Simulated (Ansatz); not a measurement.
Ansatz (an electronic-structure program) input (B3LYP-D3(BJ)/def2-TZVP):

Ansatz 0.2 input:
```yaml
crystal:
  periodic: [false, false, false]
  atoms:
    - {symbol: Hf, position_ang: [0.01535054, -0.00940289, -0.00756584]}
    - {symbol: H, position_ang: [0.81452331, -0.52549004, 1.62725103]}
    - {symbol: H, position_ang: [-0.40988273, 1.80349648, -0.33741850]}
    - {symbol: H, position_ang: [-0.34827428, -1.31009482, -1.33246096]}
basis:
  gaussian:
    orbitals: def2-TZVP
hamiltonian:
  xc: b3lyp
  dispersion: d3bj
total_charge: 1
relax: {f_tol: 0.002, max_steps: 150}
```

End of the output:

```
these checks for a lower state are left out or cut short: starts, cluster_reference, orbital_swaps, neighbouring_geometries, increment
integrals: 0.01 GiB planned
505 factors; their error is unknown
mean field: 0.12 GiB planned
mean field -1345.79273612 eV, -49.4569708413 hartree, gradient 5.9e-5 eV, S^2 0.000000; 0 other end points of the search recorded, 0 dependent functions left out
the calculation of the forces begins
reference -1345.79294514 eV, -49.4569785225 hartree; 7, 7 occupied and 51, 51 virtual orbitals, 505 factors
relax step   7: F+E_penalty+E_count = -1345.86570196 eV  Δ(F+E_penalty+E_count) = -9.274e-2 eV  max|allowed force component| = 4.753e-1 eV/Å  Δτ_max = 0.1951 Å  (28 SCF iters, accepted)
these checks for a lower state are left out or cut short: starts, cluster_reference, orbital_swaps, neighbouring_geometries, increment
integrals: 0.01 GiB planned
505 factors; their error is unknown
mean field: 0.12 GiB planned
mean field evaluation 64: about -1345.8108 eV, gradient 8.7e-6 eV
mean field -1345.81083304 eV, -49.4576358907 hartree, gradient 8.7e-6 eV, S^2 0.000000; 0 other end points of the search recorded, 0 dependent functions left out
the calculation of the forces begins
reference -1345.81104060 eV, -49.4576435186 hartree; 7, 7 occupied and 51, 51 virtual orbitals, 505 factors
relax step   8: F+E_penalty+E_count = -1345.88303406 eV  Δ(F+E_penalty+E_count) = -1.733e-2 eV  max|allowed force component| = 4.287e-2 eV/Å  Δτ_max = 0.0302 Å  (26 SCF iters, accepted)
these checks for a lower state are left out or cut short: starts, cluster_reference, orbital_swaps, neighbouring_geometries, increment
integrals: 0.01 GiB planned
505 factors; their error is unknown
mean field: 0.12 GiB planned
mean field -1345.81099266 eV, -49.4576417568 hartree, gradient 7.8e-5 eV, S^2 0.000000; 0 other end points of the search recorded, 0 dependent functions left out
the calculation of the forces begins
reference -1345.81120009 eV, -49.4576493799 hartree; 7, 7 occupied and 51, 51 virtual orbitals, 505 factors
relax step   9: F+E_penalty+E_count = -1345.88313528 eV  Δ(F+E_penalty+E_count) = -1.012e-4 eV  max|allowed force component| = 4.514e-3 eV/Å  Δτ_max = 0.0045 Å  (27 SCF iters, accepted)
these checks for a lower state are left out or cut short: starts, cluster_reference, orbital_swaps, neighbouring_geometries, increment
integrals: 0.01 GiB planned
505 factors; their error is unknown
mean field: 0.12 GiB planned
mean field -1345.81100262 eV, -49.4576421227 hartree, gradient 1.5e-5 eV, S^2 0.000000; 0 other end points of the search recorded, 0 dependent functions left out
the calculation of the forces begins
reference -1345.81121005 eV, -49.4576497459 hartree; 7, 7 occupied and 51, 51 virtual orbitals, 505 factors
relax step  10: F+E_penalty+E_count = -1345.88314720 eV  Δ(F+E_penalty+E_count) = -1.192e-5 eV  max|allowed force component| = 3.274e-4 eV/Å  Δτ_max = 0.0021 Å  (23 SCF iters, accepted)
integrals: 0.01 GiB planned
505 factors; their error is unknown
mean field: 0.12 GiB planned
mean field -1345.81100262 eV, -49.4576421227 hartree, gradient 1.5e-5 eV, S^2 0.000000; 1 other end points of the search recorded, 0 dependent functions left out
the calculation of the forces begins
reference -1345.81121005 eV, -49.4576497459 hartree; 7, 7 occupied and 51, 51 virtual orbitals, 505 factors
Total energy: -1345.88335463 eV, -49.4603010103 hartree
Atom 0 at    -0.543188    -0.099993     0.229894 Å, force     0.000038    -0.000027    -0.000079 eV/Å
Atom 1 at     0.869445    -0.410645     1.285675 Å, force     0.000092     0.000093     0.000261 eV/Å
Atom 2 at    -0.154476     1.545086    -0.361148 Å, force    -0.000004     0.000261     0.000121 eV/Å
Atom 3 at    -0.100064    -1.075939    -1.204615 Å, force    -0.000126    -0.000327    -0.000303 eV/Å
Dipole moment:    -0.709642    -0.113360     0.306596 e Å
```

The spin state was set by rule; other spins were not relaxed.
